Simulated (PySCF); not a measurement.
# Where the electron goes

C5H6ClN.
Geometry (GFN2-xTB, Å), atoms numbered from 1 in this order:
```xyz
13
C5H6ClN angstrom
C     -1.7155    0.4702   -0.5005
C     -0.6038    0.0386    0.4403
Cl    -1.3058   -0.9884    1.7558
C      0.4257   -0.7944   -0.2373
C      1.7352   -0.5433   -0.2049
C      2.2955    0.5648    0.4617
N      2.7703    1.4635    0.9927
H     -2.1772   -0.3952   -0.9701
H     -1.3036    1.1149   -1.2750
H     -2.4774    1.0205    0.0447
H     -0.1519    0.8980    0.9419
H      0.0551   -1.6629   -0.7640
H      2.4491   -1.1858   -0.7030
```

Computed, not measured: TDDFT PBE0/def2-SVPD, vertical, gas phase, core orbitals frozen in the response (PySCF 2.14.0, density-fitted response routines).

Frontier orbitals with the atoms that hold most of them (Löwdin shares over 4%, at most four atoms; ? is withheld):

| orbital | ε (eV) | atoms |
| --- | --- | --- |
| HOMO-3 | -10.00 | N7 45%, C6 35%, C5 7%, Cl3 5% |
| HOMO-2 | -9.10 | Cl3 60%, C2 11%, C4 8%, N7 6% |
| HOMO-1 | -8.88 | ? |
| HOMO | -8.32 | C4 23%, C5 22%, Cl3 20%, N7 18% |
| LUMO | -1.96 | ? |
| LUMO+1 | 0.18 | Cl3 16%, N7 14%, C5 13%, C6 13% |
| LUMO+2 | 0.55 | Cl3 38%, C2 18%, N7 8%, C6 7% |

Problem. Give the leading atoms of the HOMO-1.

Solution. Cl3 (bonded to C) 78%; C2 (bonded to 2 C, Cl and H) 10%; C1 (bonded to C and 3 H) 6%. By element: chlorine 78%, carbon 16% or more.

Problem. Give the leading atoms of the LUMO.

Solution. C4 (bonded to 2 C and H) 29%; C5 (bonded to 2 C and H) 22%; N7 (bonded to C) 14%; C6 (bonded to C and N) 12%. By element: carbon 63% or more, nitrogen 14%.

Problem. How does S1 compare with the orbital gap of 6.36 eV?

Solution. S1 is at 5.66 eV (f = 0.118), 0.71 eV below the gap, made of HOMO→LUMO (50%), HOMO-2→LUMO (42%). Without the coupling terms of the response equations the lowest excitation would equal the gap.

Problem. One configuration dominates each of S2 and S5. Which, and how do the shares of the two leading atoms of either orbital change from the occupied to the empty one?

Solution. 
- S2 (5.70 eV, f 0.0041), HOMO-1→LUMO (95%): Cl3 78% → at most 12%, C2 10% → at most 12%, C4 at most 4% → 29%, C5 at most 4% → 22%
- S5 (6.97 eV, f 0.0091), HOMO→LUMO+1 (75%): C4 23% → at most 13%, C5 22% → 13%, Cl3 20% → 16%, N7 18% → 14%

One conformer stands for the species.
